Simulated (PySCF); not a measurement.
These are PySCF with TPSSh-D3(BJ)/def2-TZVP // PBE-D3(BJ)/def2-SVP values and carry that method's errors. All species are isolated molecules in the gas phase. One relaxed conformer stands for a flexible species; it need not be the lowest. 

Reference species: [Cd(NH2)(Br)] (neutral, multiplicity 1).

- HOMO–LUMO gap: 4.80 eV
- coordination number: 2
- LUMO: -1.90 eV
- mean distance from the central atom to its bonded neighbours: 2.231 Å

Changed species: [Cd(NH2)2] (0 of 2 NH2 replaced by Br; the reference has 1 of 2 NH2 replaced by Br).

Task: Give the shifts of the HOMO–LUMO gap, coordination number, LUMO and mean distance from the central atom to its bonded neighbours.

Result: the HOMO–LUMO gap rises by 0.13 eV, to 4.93 eV; the coordination number hardly moves; the LUMO rises by 0.89 eV, to -1.01 eV; the mean distance from the central atom to its bonded neighbours falls by 0.210 Å, to 2.021 Å.
